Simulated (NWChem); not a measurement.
System: CH₃FNiO, triplet; SMILES C[O][Ni][F]

The following NWChem deck was run.

```
start job
memory heap 200 mb stack 900 mb global 1100 mb
geometry units angstroms noautoz
  Ni    -0.049367     0.520738    -0.005948
  F     -0.094956     2.234479    -0.002377
  O      0.004670    -1.155943    -0.007972
  C      0.175246    -2.518447    -0.008457
  H      1.235077    -2.792097     0.152760
  H     -0.419810    -2.996111     0.792389
  H     -0.142756    -2.961295    -0.970968
end
basis spherical
  * library 6-31g*
end
dft
  odft
  mult 3
  xc hcth407
  iterations 150
  mulliken
end
task dft energy
```

Structure relaxed at the PBE0/def2-SVP, spin-unrestricted level. Not confirmed as a minimum by frequencies. This spin state was assumed; another may lie lower. No stability test was run on the SCF state.

**Question.** What results follow from this input? (HCTH/407/6-31G* (spherical d), spin-unrestricted.) Quantities: energy (Ha); highest occupied level (eV); lowest empty minus highest occupied level, either spin (eV); dipole (D); <S²>.

**Answer.** 
```yaml
energy (Ha): -1723.78
highest occupied level (eV): -4.93
lowest empty minus highest occupied level, either spin (eV): 0.70
dipole (D): 3.28
"<S²>": 2.01
```
